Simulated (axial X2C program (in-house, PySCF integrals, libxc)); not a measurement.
## AsN⁺: from the spin-free to the two-component result

Calculated with an in-house all-electron X2C program for linear molecules (integrals from PySCF). Spin-free means the one-electron spin-free X2C Hamiltonian; two-component (2c) means X2C with spin–orbit coupling and atomic mean-field two-electron Coulomb and Gaunt terms, so the difference of the two also holds small scalar two-electron terms. Basis: As dyall-cv3z [9s9p6d4f1g], N dyall-av3z [7s7p3d2f] (cores contracted in-house); Gaussian nuclei, density fitting, unrestricted open shells. Masses: As 74.922 u, N 14.003 u.

Spin-free state: M_S = 1/2, Λ = 1 (beyond evenly filled blocks: π+α, π+β, π-α); fragments As+ + N.

```json
{"level": "PBE", "Re (Å)": "1.712", "ωe (cm⁻¹)": "899.0", "De (eV)": "3.982", "μ (D)": "-1.55"}
```

Dipoles are positive if N is the positive end and refer to the centre of mass.

(1) Within this multiplet, which Ω should lie lowest by the rule for regular and inverted multiplets?

Two-component determinant lowest at the distance of the search:

Ω = 3/2 (⟨Sz⟩ = 0.50, ⟨Lz⟩ = 1.00 at PBE); fragments As+ + N.

```csv
level,Re (Å),ωe (cm⁻¹),μ (D)
PBE,1.713,893.1,-1.53
```

(2) From the two tables, how do the constants change at the PBE level (2c against spin-free)?

Dissociation energies refer to the lowest single-determinant-based atoms at the same level and basis. De is not given where an atomic determinant may have missed its ground term or J level, or where the truncated virtual space spoils (T). Density functionals use the spin component along the axis (collinear). The functionals have no current-density term, which raises determinants with orbital currents, atoms included. The state is one determinant with fixed occupations, lowest in a PBE0 search at one distance only: followed along the bond, the spin-free determinant M_S = 1/2, Λ = 0 reaches 0.12 eV lower at PBE0, at Re = 1.595 Å, so the state shown is not the lowest. At some level and bond length an empty orbital lies below a filled one. The determinant is spin-polarised beyond a pure state at some levels (its spin-free form has ⟨S²⟩ too high), which makes Re and μ there less reliable.

## Answers

(1) The open π shell holds three electrons, one hole, so the multiplet is inverted: Ω = Λ + 1/2 = 3/2. The PBE0 2c search agrees.

(2) At the PBE level Re rises by 0.001 Å and ωe falls by 5.9 cm⁻¹.
